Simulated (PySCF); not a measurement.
H7NO2Si2, SMILES N[Si](O)(O)[SiH3].

Geometry: r2SCAN-D4/def2-SVP. The structure was generated by enumeration, and PubChem lists no compound with its InChIKey, so it may never have been made. One conformer was computed; it need not be the lowest.

Two levels are set side by side: TDDFT-PBE/def2-SVPD (PySCF) and TDDFT-LC-ωPBE/def2-SVPD (PySCF). Vertical, same geometry. The lowest singlet is HOMO→LUMO 99 % with PBE and HOMO→LUMO 54 %, HOMO→LUMO+1 27 % with the other functional; states are paired by order. Differences are taken from unrounded values.

| quantity | TDDFT-PBE |
|---|---|
| lowest singlet excitation (eV) | 5.60 |
| lowest triplet excitation (TDA) (eV) | 5.36 |
| first bright state (f over 0.05) (eV) | 5.60 |
| its oscillator strength | 0.10 |

Problem. These are the TDDFT-PBE values. What does TDDFT-LC-ωPBE give? (Estimate from the structure and the level; the computed values follow.)

Solution. 
```csv
quantity,TDDFT-LC-ωPBE,TDDFT-PBE minus TDDFT-LC-ωPBE
lowest singlet excitation (eV),7.12,-1.52
lowest triplet excitation (TDA) (eV),6.34,-0.98
first bright state (f over 0.05) (eV),7.12,-1.52
its oscillator strength,0.12,-0.02
```

Functionals without exact exchange tend to place singlet excitations lower, as here. Differences between two approximate levels are no errors against the true value.

Rough cost on one machine, each run with all the roots and properties that it gave: TDDFT-LC-ωPBE against TDDFT-PBE about 10 times.
